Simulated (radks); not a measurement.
Isoelectronic series with 19 electrons, all held in the configuration [Ar] 4s1, which need not be the ground one along the series. Method: non-relativistic Kohn-Sham, r2SCAN, spin-polarised, spherical densities, point nucleus; open shells are filled with parallel spins first (spin-orbit coupling, left out, can overturn this in heavy ions); meta-GGA in the generalised Kohn-Sham scheme; computed with a radial shooting solver on a logarithmic mesh with Libxc functionals. Total energies (hartree) and screening constants sigma, defined by e = -(Z - sigma)^2 / (2 n^2) hartree:

ion    E (hartree)   4s up  3p down
K       -599.88753  17.257   15.415
Ti3+    -847.14642  16.096   14.779
Mn6+   -1139.22789  15.653   14.456
Ni9+   -1475.99820  15.396   14.256
Ga12+  -1857.40486  15.225   14.120
Se15+  -2283.42147  15.101   14.020
Rb18+  -2754.03304  15.007   13.944
Zr21+  -3269.23035  14.933   13.884
Tc24+  -3829.00741  14.873   13.835
Pd27+  -4433.36013  14.824   13.794
